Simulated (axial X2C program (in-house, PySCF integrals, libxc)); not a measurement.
# SbB: from the spin-free to the two-component result

Computed with an in-house relativistic program for diatomic molecules. Spin-free means the one-electron spin-free X2C Hamiltonian; two-component (2c) means X2C with spin–orbit coupling and atomic mean-field two-electron Coulomb and Gaunt terms, so the difference of the two also holds small scalar two-electron terms. Basis: Sb dyall-cv3z [11s12p8d4f1g], B dyall-v3z [7s6p2d1f] (cores contracted in-house); Gaussian nuclei, density fitting, unrestricted open shells. Masses: Sb 120.904 u, B 11.009 u.

Spin-free state: M_S = 1, Λ = 1 (beyond evenly filled blocks: σα, π+α, π+β, π-α); fragments Sb + B.

```tsv
level	Re (Å)	ωe (cm⁻¹)	De (eV)	μ (D)
PBE0	2.051	691.1	2.441	-0.72
r2SCAN	2.056	690.1	2.449	-0.64
```

Dipoles are positive if B is the positive end.

Two-component determinant lowest at the distance of the search:

Ω = 2 (⟨Sz⟩ = 0.99, ⟨Lz⟩ = 1.01 at PBE0); fragments Sb + B.

```json
{"level": "PBE0", "Re (Å)": "2.054", "ωe (cm⁻¹)": "684.0", "De (eV)": "2.536", "μ (D)": "-0.73"}
{"level": "r2SCAN", "Re (Å)": "2.058", "ωe (cm⁻¹)": "685.4", "De (eV)": "2.559", "μ (D)": "-0.63"}
```

(1) From the two tables, how do the constants change at the PBE0 level (2c against spin-free)?

The state is one determinant whose occupation by symmetry is held fixed; it was picked as the lowest of a PBE0 search that is not exhaustive. De is counted from the lowest determinant-based energies of the atoms at the same level, without counterpoise correction. Density functionals use the spin component along the axis (collinear). A 2c atom that is not at its ground J level misses part of its spin–orbit lowering, and De is too large by that part (0.04 eV or less for light atoms). This holds for PBE0, r2SCAN. PBE0 can misorder states that lie within some tenths of an eV, so this need not be the ground state of the molecule. The nearest other spin-free determinant of the search, M_S = 0, Λ = 1, lies 0.13 eV up at the distance of the search. The functionals have no current-density term, which raises determinants with orbital currents, atoms included. With several unpaired electrons one determinant need not be a pure state. Open-shell Ω = 0 determinants with evenly filled partner blocks cannot be reached by this program, so the Ω shown need not be the lowest component.

Answers

(1) At the PBE0 level Re goes up by 0.003 Å and ωe goes down by 7.1 cm⁻¹; De is not compared, since the atomic limits differ or miss part of their spin–orbit lowering.
